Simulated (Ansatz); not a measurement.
Species: sum formula BNH3, charge 0, multiplicity 2. It need not be the lowest isomer of its formula. 
Coordinates optimised at B3LYP-D3(BJ)/def2-TZVP (Ansatz, a program for electronic structure):
```
B
N 1 1.3287
H 2 0.9996 1 163.55
H 1 1.2007 2 121.70 3 180.00
H 1 1.2080 4 119.29 2 -180.00
```
Charge 0, spin multiplicity 2.

Basis-set convergence of Hartree-Fock and MP2 correlation energies (hartree) with Ansatz. Correlated levels leave the core frozen unless marked. Open shells are spin-unrestricted. Spin-orbit coupling is left out. No relativistic terms.

| basis | functions | E(HF) | E(corr, MP2) |
|---|---|---|---|
| def2-SVP | 43 | -80.78110 | -0.22589 |
| def2-TZVPP | 104 | -80.87563 | -0.28105 |
| def2-QZVPP | 204 | -80.87981 | -0.30127 |

Extrapolating the two largest sets (X = 3 and 4) as X^-3: E(corr) = (64·(-0.30127) - 27·(-0.28105))/37 = -0.3160 Eh, an estimate of the basis-set limit. The largest set recovers 95.3 % of it, the smallest 71.5 %.
